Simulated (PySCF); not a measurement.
Structure problem from calculated spectra and properties.

Formula: C7H7N2P.

| Property | Result |
| --- | --- |
| Rotational structure | rotational constants A, B, C: 1.766, 0.976, 0.685 GHz [PBE0-D3(BJ)/def2-SVP] |
| Polarisability | 123.2 au [B3LYP/def2-SVPD] |
| Valence photoelectron | vertical ionisation energy: 8.52 eV [ΔSCF B3LYP/def2-SVPD] |
| 13C NMR | chemical shifts (computed TMS as zero) by class: 168.5 (1 C), 158.0 (1 C), 141.7 (1 C), 129.2 (1 C), 103.2 (1 C), 78.1 (1 C), 58.8 (1 C) ppm [GIAO PBE0/pcSseg-1] |
| NMR, other nuclei | isotropic shieldings of nuclei other than C and H, by class: -118 (1 N), 1 (1 N), 156 (1 P) ppm [GIAO PBE0/pcSseg-1] |
| Dipole | 2.35 D [B3LYP/def2-SVPD] |
| UV, first state | lowest singlet excitation: 4.69 eV (265 nm, f = 0.206) [TDDFT B3LYP/def2-SVPD] |

Electronic properties: PySCF, gas phase, density fitting. Levels stand in brackets. Geometry: PBE0-D3(BJ)/def2-SVP, one conformer, isolated molecule. NMR classes are plain means over equivalent atoms (diastereotopic ones count apart unless rotation or inversion swaps them), as if these changed places fast.

Question: Propose a structure and show how it fits.

Answer: Numbering: `[CH:1]#[C:2][c:3]1[p:4][cH:5][n:6][n:7]1[CH2:8][CH:9]=[CH2:10]`. 7 carbons fall into 7 classes; from least to most shielded: aromatic CH next to a ring nitrogen [C5] (168.5 ppm), substituted aromatic carbon [C3] (158.0 ppm), alkene CH carbon [C9] (141.7 ppm), terminal =CH2 carbon [C10] (129.2 ppm), terminal alkyne carbon [C1] (103.2 ppm), alkyne carbon [C2] (78.1 ppm), chain sp3 carbon bound to nitrogen [C8] (58.8 ppm). The other shieldings belong to: -118 ppm, pyridine-type nitrogen [N6]; 1 ppm, pyrrole-type nitrogen [N7]; 156 ppm, phosphorus bonded to 2 C [P4]. S1 is mainly HOMO→LUMO (weight 0.91); the largest Löwdin shares of the orbital it empties are 0.31 on the phosphorus bonded to 2 C, 0.19 on the substituted aromatic carbon, 0.14 on the terminal alkyne carbon and 0.11 on the pyridine-type nitrogen, of the orbital it fills 0.24 on the phosphorus bonded to 2 C, 0.18 on the substituted aromatic carbon, 0.16 on the terminal alkyne carbon and 0.13 on the pyrrole-type nitrogen. The optimised geometry has point group C1 and is an asymmetric top. Structure: `C#Cc1pcnn1CC=C`. Computed isomers that give other values at the same levels: `Cc1nn2ccccc2p1` (rotational constant A: 2.807 GHz; this holds for the one conformer computed). The assignments are read from this structure; whether some other isomer fits the data as well wasn't checked.

The values belong to the conformer `[CH:1]#[C:2][c:3]1[p:4][cH:5][n:6][n:7]1[CH2:8][CH:9]=[CH2:10]`: N6–N7–C8–C9 -91°, N7–C8–C9–C10 -122°.
